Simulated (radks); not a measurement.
The xenon ion Xe3+, configuration [Kr] 4d10 5s2 5p3.

All-electron calculation, Dirac Kohn-Sham, PBE, spin-unpolarised, spherical densities, point nucleus; open shells are shared between the two j in proportion to 2j + 1; speed of light set to 274.072 atomic units (2 times the physical value, a model run). Program: a radial shooting solver on a logarithmic mesh with Libxc functionals.

Energy parts (Ry):
part                        energy
total                 -14565.43733
kinetic                14767.85628
electron-nucleus      -34631.58096
Hartree                 5661.26075
exchange-correlation    -362.97340

Orbitals (lengths in bohr, moments of r in powers of bohr):
\begin{tabular}{lrrrr}
orbital & occ. & eigenvalue (Ry) & <r^2> & small-component weight \\ \hline
1s1/2 & 2 & -2446.969 & 0.001036 & 9.61e-03 \\
2s1/2 & 2 & -375.4560 & 0.01675 & 2.04e-03 \\
2p1/2 & 2 & -353.3283 & 0.01252 & 2.04e-03 \\
2p3/2 & 4 & -347.7886 & 0.01284 & 2.02e-03 \\
3s1/2 & 2 & -78.66004 & 0.1146 & 6.07e-04 \\
3p1/2 & 2 & -69.33917 & 0.1093 & 5.93e-04 \\
3p3/2 & 4 & -68.29330 & 0.1112 & 5.86e-04 \\
3d3/2 & 4 & -51.18667 & 0.09298 & 5.58e-04 \\
3d5/2 & 6 & -50.94715 & 0.09355 & 5.55e-04 \\
4s1/2 & 2 & -16.10957 & 0.6160 & 1.76e-04 \\
4p1/2 & 2 & -12.80061 & 0.6728 & 1.61e-04 \\
4p3/2 & 4 & -12.59206 & 0.6845 & 1.59e-04 \\
4d3/2 & 4 & -6.98567 & 0.8745 & 1.25e-04 \\
4d5/2 & 6 & -6.94870 & 0.8797 & 1.24e-04 \\
5s1/2 & 2 & -3.56645 & 3.612 & 3.63e-05 \\
5p1/2 & 1 & -2.72348 & 4.556 & 2.91e-05 \\
5p3/2 & 2 & -2.69443 & 4.630 & 2.87e-05 \\
\end{tabular}

The highest occupied level is 5p3/2 at -36.660 eV. The density falls to 0.001 e/bohr^3 at r = 3.67 bohr.
